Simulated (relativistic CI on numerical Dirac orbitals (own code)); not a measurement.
Sensitivity of the levels of Hf⁴⁺ to α and to the nuclear radius

Method of calculation: Dirac-Coulomb-Breit CI, orbitals from a KLI potential per configuration, valence Slater integrals scaled by 0.85, P86 correlation energy added to each configuration, derivatives by finite differences, QED left out (own radial code, finite nucleus).

Configuration list (outside the closed core [Kr] 4d10 5s2): 4f¹⁴5p⁶, 4f¹³5p⁶5d, 4f¹⁴5p⁵5d, 4f¹³5p⁶6s, 4f¹³5p⁶6p, 4f¹⁴5p⁵5f, 4f¹⁴5p⁵6s. Double excitations out of closed p, d and f shells are left out; levels of such configurations are missing from the list, as are those of other unlisted configurations, and high levels can miss mixing partners.

With x = (α/α₀)² − 1 an excitation energy changes as ω = ω₀ + qx; K = 2q/ω₀ is the relative enhancement. Terms are leading LS components, so labels can repeat. The field-shift factor is F = δν/δ⟨r²⟩ for the transition from the lowest level.

Lowest level 4f¹⁴5p⁶ ¹S0.

```tsv
Level	ω₀ (cm⁻¹)	q (cm⁻¹)	F (GHz/fm²)
4f¹³5p⁶5d ³P°2	140511.9	-57280	22
4f¹³5p⁶5d ³H°5	145358.3	-57890	22
4f¹³5p⁶5d ³D°3	148414.4	-57620	22
4f¹³5p⁶5d ³H°6	149636.2	-53150	22.6
4f¹³5p⁶5d ³P°1	149897.3	-49620	22.6
4f¹³5p⁶5d ³F°4	150198.9	-57380	22
4f¹³5p⁶5d ¹D°2	151706.8	-53700	22.5
4f¹³5p⁶5d ³F°4	154757.0	-52280	22.6
4f¹³5p⁶5d ¹F°3	155491.8	-52950	22.6
4f¹³5p⁶5d ³G°5	156375.9	-52910	22.6
4f¹³5p⁶5d ³P°0	157593.4	-40860	23.2
4f¹³5p⁶5d ³H°4	158721.1	-47180	22.6
4f¹³5p⁶5d ¹D°2	160786.0	-45950	22.6
4f¹³5p⁶5d ³D°1	163688.0	-42150	23.1
4f¹³5p⁶5d ³H°5	164624.5	-41450	23.2
4f¹³5p⁶5d ³G°3	165158.1	-45920	22.7
4f¹³5p⁶5d ³F°2	166161.7	-41250	23.2
4f¹³5p⁶5d ¹P°1	167800.2	-45040	22
4f¹³5p⁶5d ³F°3	168810.6	-41300	23.2
4f¹³5p⁶5d ³G°4	169840.4	-41330	23.3
4f¹³5p⁶6s ³F°4	200885.4	-88590	71.1
4f¹³5p⁶6s ¹F°3	201433.2	-88430	70.9
4f¹³5p⁶6s ³F°2	214187.2	-76550	71.7
```

At this charge configurations can still be misplaced by up to about 7 % of their energy. Levels and lines within the n = 5 or 6 shells can be off by up to 10 % or somewhat more, and those that change n by about 2 %, since core polarisation is missing. Levels that differ in their count of f electrons can be misplaced by several ten thousand cm⁻¹, since the correlation energy of f electrons is missing or only estimated; rates across such gaps can be off by orders of magnitude.

Q: Which transition from the lowest level has the largest |K|?

A: 4f¹³5p⁶6s ³F°4 at 200885.4 cm⁻¹, K = -0.882.
